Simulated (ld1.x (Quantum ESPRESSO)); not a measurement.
## lutetium, RRKJ: configuration errors across variants

Lu, norm-conserving RRKJ (Kleinman–Bylander form), made with ld1.x (Quantum ESPRESSO) 7.5 (PBEsol, scalar-relativistic). Core [Xe] 4f14, reference 5d1 6s1 6p0 (charge +1). Waves: 6p (bound, empty): rc 3.25 bohr; 5d (bound): rc 2.90 bohr; 6s (bound): rc 2.40 bohr. Local part: the s channel. Core correction: none. rho0 = 0.001.

All-electron excitation energies from the reference (eV): (1) 5d1 6s2 6p0 -7.389; (2) 5d1 6s0 6p0 13.221; (3) 5d1 6s1.5 6p0 -4.390; (4) 5d2 6s0 6p0 2.504; (5) 5d2 6s1 6p0 -4.380; (6) 5d1 6s0 6p2 -0.317; (7) 5d1 6s0 6p1 4.265.

7 further variants failed, have other tests or another functional or relativity, and are left out.

A true bound ghost makes a file unfit for plane-wave use even where its test errors are small: the radial tests pick states by their node count and pass the ghost by.

Errors AE − PS in meV (a dash: test not solved or not reliable):

| change | (1) | (2) | (3) | (4) | (5) | (6) | (7) | bound ghosts |
| --- | --- | --- | --- | --- | --- | --- | --- | --- |
| base | -5.9 | +67 | -0.6 | +96 | +21 | -2.7 | +7.1 | none |
| core correction a·sin(br)/r model core inside 1.08 bohr | -1.7 | -34 | -0.2 | -43 | -32 | -23 | -19 | none |
| wave 6s (bound): rc 2.40 bohr becomes 6s (bound): rc 1.96 bohr | +10 | +147 | +4.4 | +246 | +101 | +56 | +73 | s (extra level of the local part) |
| wave 5d (bound): rc 2.90 bohr becomes 5d (bound): rc 3.80 bohr | -11 | +31 | -2.2 | +148 | +51 | -1.4 | -3.6 | none |

(1) Give the same row for: type TM; local potential the d channel; rho0 0.

## Answers

(1) -9.0, +69, -1.6, +84, +15, +3.5, +27; bound ghosts: s, p.
